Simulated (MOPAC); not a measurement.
MOPAC input (MNDO):

```
MNDO 1SCF GEO-OK AUX(PRECISION=9) THREADS=1
C5H9B

C     1.96671800 1    1.33625500 1   -0.10266100 1
C     0.67226100 1    1.05137200 1    0.07329700 1
B     0.06283600 1   -0.37103800 1   -0.07869600 1
C     0.92942500 1   -1.62546800 1   -0.45992000 1
C    -1.46269900 1   -0.60006400 1    0.14812500 1
C    -2.34504400 1    0.34948800 1    0.47654800 1
H     2.36276000 1    2.34008800 1    0.01059800 1
H     2.68782300 1    0.57203600 1   -0.36891600 1
H     0.03007800 1    1.88845100 1    0.33893800 1
H     1.99328500 1   -1.44854000 1   -0.61496100 1
H     0.82526900 1   -2.39366200 1    0.31556600 1
H     0.52843700 1   -2.08631800 1   -1.37051100 1
H    -1.85696200 1   -1.60940600 1    0.03354800 1
H    -3.39934300 1    0.13949400 1    0.62387800 1
H    -2.04949300 1    1.38354700 1    0.61300900 1
```

Output:

```
 *******************************************************************************
 **                                                                           **
 **                              MOPAC v23.2.5                                **
 **                                                                           **
 *******************************************************************************
 ** MOPAC's Digital Object Identifier: https://doi.org/10.5281/zenodo.6511958 **
 **                                                                           **
 ** Please cite the open-source release paper for use of this MOPAC version:  **
 ** J. E. Moussa and J. J. P. Stewart (2026)                                  **
 ** MOPAC: An open-source semiempirical molecular orbital program             **
 ** J. Open Source Softw., 11(119), 8025, https://doi.org/10.21105/joss.08025 **
 *******************************************************************************

                              MNDO CALCULATION RESULTS

 *******************************************************************************
 *  MNDO       - The MNDO Hamiltonian to be used
 *  GEO-OK     - OVERRIDE INTERATOMIC DISTANCE AND OTHER SAFETY CHECKS
 *  1SCF       - DO 1 SCF AND THEN STOP
 *  AUX        - OUTPUT AUXILIARY INFORMATION
 *******************************************************************************
MNDO 1SCF GEO-OK AUX(PRECISION=9) THREADS=1
 C5H9B

   ATOM   CHEMICAL          X               Y               Z
  NUMBER   SYMBOL      (ANGSTROMS)     (ANGSTROMS)     (ANGSTROMS)

     1       C          1.96671800  *   1.33625500  *  -0.10266100  *
     2       C          0.67226100  *   1.05137200  *   0.07329700  *
     3       B          0.06283600  *  -0.37103800  *  -0.07869600  *
     4       C          0.92942500  *  -1.62546800  *  -0.45992000  *
     5       C         -1.46269900  *  -0.60006400  *   0.14812500  *
     6       C         -2.34504400  *   0.34948800  *   0.47654800  *
     7       H          2.36276000  *   2.34008800  *   0.01059800  *
     8       H          2.68782300  *   0.57203600  *  -0.36891600  *
     9       H          0.03007800  *   1.88845100  *   0.33893800  *
    10       H          1.99328500  *  -1.44854000  *  -0.61496100  *
    11       H          0.82526900  *  -2.39366200  *   0.31556600  *
    12       H          0.52843700  *  -2.08631800  *  -1.37051100  *
    13       H         -1.85696200  *  -1.60940600  *   0.03354800  *
    14       H         -3.39934300  *   0.13949400  *   0.62387800  *
    15       H         -2.04949300  *   1.38354700  *   0.61300900  *

          CARTESIAN COORDINATES

    NO.       ATOM           X           Y           Z

     1         C          1.9667      1.3363     -0.1027
     2         C          0.6723      1.0514      0.0733
     3         B          0.0628     -0.3710     -0.0787
     4         C          0.9294     -1.6255     -0.4599
     5         C         -1.4627     -0.6001      0.1481
     6         C         -2.3450      0.3495      0.4765
     7         H          2.3628      2.3401      0.0106
     8         H          2.6878      0.5720     -0.3689
     9         H          0.0301      1.8885      0.3389
    10         H          1.9933     -1.4485     -0.6150
    11         H          0.8253     -2.3937      0.3156
    12         H          0.5284     -2.0863     -1.3705
    13         H         -1.8570     -1.6094      0.0335
    14         H         -3.3993      0.1395      0.6239
    15         H         -2.0495      1.3835      0.6130

  H: (MNDO): M.J.S. DEWAR, W. THIEL, J. AM. CHEM. SOC., 99, 4899, (1977)
  B: (MNDO): M.J.S. DEWAR, M.L. MCKEE, J. AM. CHEM. SOC., 99, 5231, (1977)
  C: (MNDO): M.J.S. DEWAR, W. THIEL, J. AM. CHEM. SOC., 99, 4899, (1977)

           Empirical Formula: C5 H9 B  =    15 atoms

      MOLECULAR POINT GROUP   :   Cs

      RHF CALCULATION, NO. OF DOUBLY OCCUPIED LEVELS = 16

 -------------------------------------------------------------------------------
 MNDO 1SCF GEO-OK AUX(PRECISION=9) THREADS=1
 C5H9B

     1SCF WAS SPECIFIED, SO BFGS WAS NOT USED
     SCF FIELD WAS ACHIEVED

                              MNDO CALCULATION
                                                       MOPAC v23.2.5 Linux

          FINAL HEAT OF FORMATION =         12.49974 KCAL/MOL =      52.29893 KJ/MOL

          COSMO AREA              =        142.93 SQUARE ANGSTROMS
          COSMO VOLUME            =        133.23 CUBIC ANGSTROMS

          IONIZATION POTENTIAL    =          9.903818 EV
          HOMO LUMO ENERGIES (EV) =         -9.904 -0.248
          NO. OF FILLED LEVELS    =         16
          MOLECULAR WEIGHT        =         79.9361         POINT GROUP:  Cs

          MOLECULAR DIMENSIONS (Angstroms)

            Atom       Atom       Distance
            H    14    H     7     6.19843
            H    15    H    11     4.55721
            H    11    H    12     1.70741

          SCF CALCULATIONS        =          1

   ATOM   CHEMICAL          X               Y               Z
  NUMBER   SYMBOL      (ANGSTROMS)     (ANGSTROMS)     (ANGSTROMS)

     1       C          1.96671800  *   1.33625500  *  -0.10266100  *
     2       C          0.67226100  *   1.05137200  *   0.07329700  *
     3       B          0.06283600  *  -0.37103800  *  -0.07869600  *
     4       C          0.92942500  *  -1.62546800  *  -0.45992000  *
     5       C         -1.46269900  *  -0.60006400  *   0.14812500  *
     6       C         -2.34504400  *   0.34948800  *   0.47654800  *
     7       H          2.36276000  *   2.34008800  *   0.01059800  *
     8       H          2.68782300  *   0.57203600  *  -0.36891600  *
     9       H          0.03007800  *   1.88845100  *   0.33893800  *
    10       H          1.99328500  *  -1.44854000  *  -0.61496100  *
    11       H          0.82526900  *  -2.39366200  *   0.31556600  *
    12       H          0.52843700  *  -2.08631800  *  -1.37051100  *
    13       H         -1.85696200  *  -1.60940600  *   0.03354800  *
    14       H         -3.39934300  *   0.13949400  *   0.62387800  *
    15       H         -2.04949300  *   1.38354700  *   0.61300900  *

                             CARTESIAN COORDINATES

   1    C        1.966718000     1.336255000    -0.102661000
   2    C        0.672261000     1.051372000     0.073297000
   3    B        0.062836000    -0.371038000    -0.078696000
   4    C        0.929425000    -1.625468000    -0.459920000
   5    C       -1.462699000    -0.600064000     0.148125000
   6    C       -2.345044000     0.349488000     0.476548000
   7    H        2.362760000     2.340088000     0.010598000
   8    H        2.687823000     0.572036000    -0.368916000
   9    H        0.030078000     1.888451000     0.338938000
  10    H        1.993285000    -1.448540000    -0.614961000
  11    H        0.825269000    -2.393662000     0.315566000
  12    H        0.528437000    -2.086318000    -1.370511000
  13    H       -1.856962000    -1.609406000     0.033548000
  14    H       -3.399343000     0.139494000     0.623878000
  15    H       -2.049493000     1.383547000     0.613009000

           Empirical Formula: C5 H9 B  =    15 atoms

      MOLECULAR POINT GROUP   :   Cs

                  EIGENVALUES
 -37.00599 -35.13825 -31.19338 -23.60099 -22.33012 -17.28772 -16.13424 -15.28876
 -14.22349 -13.82934 -13.59621 -13.31596 -11.72681 -11.49480 -10.70782  -9.90382
  -0.24797   1.34774   2.92219   2.93337   3.96421   4.22925   4.54710   4.77901
   4.85902   4.94285   5.37858   5.50333   5.80498   6.35184   6.54910   7.28196
   7.40918

              NET ATOMIC CHARGES AND DIPOLE CONTRIBUTIONS

  ATOM NO.   TYPE          CHARGE      No. of ELECS.   s-Pop       p-Pop
    1          C           0.013004        3.9870     1.23562     2.75138
    2          C          -0.145558        4.1456     1.22250     2.92306
    3          B           0.054179        2.9458     1.18833     1.75749
    4          C           0.003573        3.9964     1.20611     2.79032
    5          C          -0.146750        4.1467     1.22425     2.92250
    6          C           0.010176        3.9898     1.23514     2.75468
    7          H           0.034249        0.9658     0.96575
    8          H           0.039019        0.9610     0.96098
    9          H           0.035830        0.9642     0.96417
   10          H          -0.012779        1.0128     1.01278
   11          H           0.003804        0.9962     0.99620
   12          H           0.003804        0.9962     0.99620
   13          H           0.036919        0.9631     0.96308
   14          H           0.033476        0.9665     0.96652
   15          H           0.037052        0.9629     0.96295
 DIPOLE           X         Y         Z       TOTAL
 POINT-CHG.     0.161     0.471     0.058     0.502
 HYBRID        -0.141     0.099     0.043     0.177
 SUM            0.020     0.570     0.100     0.579

          ATOMIC ORBITAL ELECTRON POPULATIONS

     Atom    s        px        py        pz
    1  C   1.23562   0.93149   0.91818   0.90171
    2  C   1.22250   0.93450   0.98220   1.00635
    3  B   1.18833   0.74845   0.74976   0.25929
    4  C   1.20611   0.91736   0.95814   0.91481
    5  C   1.22425   0.98857   0.93058   1.00334
    6  C   1.23514   0.91934   0.92863   0.90672
    7  H   0.96575
    8  H   0.96098
    9  H   0.96417
   10  H   1.01278
   11  H   0.99620
   12  H   0.99620
   13  H   0.96308
   14  H   0.96652
   15  H   0.96295

 **********************
 *                    *
 * JOB ENDED NORMALLY *
 *                    *
 **********************

 == MOPAC DONE ==
```

The geometry given is a B3LYP-D3(BJ)/def2-TZVP minimum.
